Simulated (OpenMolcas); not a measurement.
Computed levels of 4d6 in ions with 42 electrons, in cm-1 above 5D4.

```json
{
 "Program": "OpenMolcas 26.06",
 "Method": "CASSCF",
 "Basis": "ANO-RCC-VTZP",
 "Scalar Hamiltonian": "DKH2, point nucleus",
 "Spin-orbit coupling": "RASSI with atomic mean-field integrals over the reference wave functions, term energies averaged over their components"
}
```

Active space for each ion: 6 electrons in 5 orbitals (4d).

```json
{"Level": "5D3", "Ru2+": "1143", "Rh3+": "1534", "Ag5+": "2533"}
{"Level": "5D2", "Ru2+": "1856", "Rh3+": "2451", "Ag5+": "3891"}
{"Level": "5D1", "Ru2+": "2311", "Rh3+": "3046", "Ag5+": "4830"}
{"Level": "5D0", "Ru2+": "2531", "Rh3+": "3331", "Ag5+": "5268"}
{"Level": "3H6", "Ru2+": "17862", "Rh3+": "20141", "Ag5+": "24366"}
{"Level": "3H5", "Ru2+": "18272", "Rh3+": "20623", "Ag5+": "24948"}
{"Level": "3P2(1)", "Ru2+": "19087", "Rh3+": "21372", "Ag5+": "25486"}
{"Level": "3F4(1)", "Ru2+": "20349", "Rh3+": "23052", "Ag5+": "28405"}
{"Level": "3F3(1)", "Ru2+": "20806", "Rh3+": "23488", "Ag5+": "28503"}
```

Question: Estimate 5D0, 3H6, 3H5 for Pd4+ from its neighbours Rh3+ and Ag5+.

Answer: 5D0 is fine structure, which grows about as the fourth power of a screened charge, so the fourth roots are averaged: ((3331^0.25 + 5268^0.25) / 2)^4 = 4217. The calculation gives 4318, so the estimate is off by -2.3 %.
3H6 is another term, which grows about linearly with the charge: (20141 + 24366) / 2 = 22254. The calculation gives 22063, so the estimate is off by +0.9 %.
3H5 is another term, which grows about linearly with the charge: (20623 + 24948) / 2 = 22786. The calculation gives 22602, so the estimate is off by +0.8 %.

Mixed levels, with the weight of the term that names them: Ru2+ 3F4(1) (72 %), Rh3+ 3F4(1) (64 %), Pd4+ 3F4(1) (57 %), Ag5+ 3F4(1) (53 %).

Without dynamic correlation excited terms often stand tens of per cent too high (terms of higher spin than the ground term too low), and those without a measured partner can miss by more than the paired ones. Terms from blocks run as CI alone lack orbitals of their own. Levels of configurations with an s electron are missing; early in the row they begin among the upper levels of the d shell and mix with terms of their name (holds for Ru2+). Levels of configurations outside the active space are missing.

A number in round brackets counts repeated terms of one configuration in the order of the reference energies.
